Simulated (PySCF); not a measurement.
## How methods differ on the excitation energy of I²⁺

I²⁺ [Kr] 4d10 5s2 5p3 (4S) → I²⁺ [Kr] 4d10 5s1 5p3 5d1 (6D), as a difference of total energies. Computed with PySCF 2.14 in aug-cc-pVDZ-PP with ECP28MDF, with a scalar-relativistic core potential. Correlated levels: valence: 4s2 4p6 4d10 frozen. The calculations carry no spin-orbit coupling.

| method | excitation energy (cm⁻¹) |
| --- | --- |
| UHF | 163700 |
| LDA | 188870 |
| PBE | 184480 |
| PBE0 | 181430 |
| r2SCAN | 180550 |
| B3LYP | 186770 |
| M06 | 187460 |
| revPBE | 182640 |
| TPSSh | 181990 |
| MP2 (valence) | 171830 |
| SCS-MP2 (valence) | 173110 |

The promoted electron is Rydberg-like, and one or two diffuse shells describe it only roughly, which tends to raise the upper state.
